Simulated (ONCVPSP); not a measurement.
## Building the ONCV potential for calcium (PBE, scalar-relativistic).

Ca, optimised norm-conserving Vanderbilt (ONCV), made with ONCVPSP 4.0.1 (PBE, scalar-relativistic). Core [Ne], reference 3s2 3p6 4s1.5 4p0.5. Waves: 3s+4s: rc 2.05 bohr, ncon 4, nbas 7, qcut 6.1 1/bohr, 2 projectors; 3p+4p: rc 2.50 bohr, ncon 4, nbas 8, qcut 6.5 1/bohr, 2 projectors; d scattering state at 0.15 Ha: rc 2.70 bohr, ncon 4, nbas 8, qcut 3.9 1/bohr, 2 projectors, debl 2.6 Ha. Local part: polynomial inside 1.30 bohr (lpopt 5, dvloc0 0 Ha). Core correction: none.

In the d channel the program set the typed energies aside and used -0.092, 2.508 Ha.

All-electron outer shells of the reference configuration (PBE, scalar-relativistic, ld1.x):

```
shell  level (eV)  outermost node (bohr)  outermost maximum (bohr)
   2p     -335.45                      –                      0.25
   3s      -47.79                   0.45                      0.99
   3p      -28.70                   0.42                      1.04
   4s       -4.11                   1.43                      3.38
   4p       -1.69                   1.62                      4.34
```

**Question.** Does the generator finish with these settings?

**Answer.** Yes, a potential is produced and its reference levels are reproduced.

**Question.** Estimate the cutoffs (Ha) at which the residual kinetic energy of the hardest occupied pseudo-wave falls to 1 and 0.1 mHa per electron.

**Answer.** 13 Ha and 15 Ha. The cutoffs count occupied waves only; projector 2 of the d channel, the hardest unoccupied one, needs 42 Ha at the loose tolerance.

**Question.** What does a ghost test show?

**Answer.** No bound ghost flagged; no localised positive-energy state flagged.

**Question.** Which valence shell sets the plane-wave cutoff?

**Answer.** 3p: 13 Ha for 1 mHa per electron, against 10 Ha for 3s.

**Question.** Tests: 3s2 3p6 4s2 4p0; 3s2 3p6 4s1 4p0; 3s2 3p6 4s0 4p0; 3s2 3p6 4s1 4p1. Which has the largest error in its energy relative to the reference configuration, and how large is it?

**Answer.** 3s2 3p6 4s0 4p0, with -2.7 meV (all-electron minus pseudo) on +16.93 eV.
